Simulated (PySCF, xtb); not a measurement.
GaH₃, SMILES [GaH3].

GFN2-xTB run with xtb at its own geometry gives an orbital gap of 5.69 eV and a dipole moment of 0.00 D.

Geometry optimised at PBE0-D3(BJ)/def2-TZVPD. The isomer is the one that the SMILES or the coordinates give; other isomers of the formula were not compared.

Q: What does B3LYP/def2-TZVPD in PySCF give? (An estimate is asked for; the answer gives what the named calculation found.)

A: gap 6.28 eV (levels -8.41 and -2.12 eV), dipole 0.00 D.
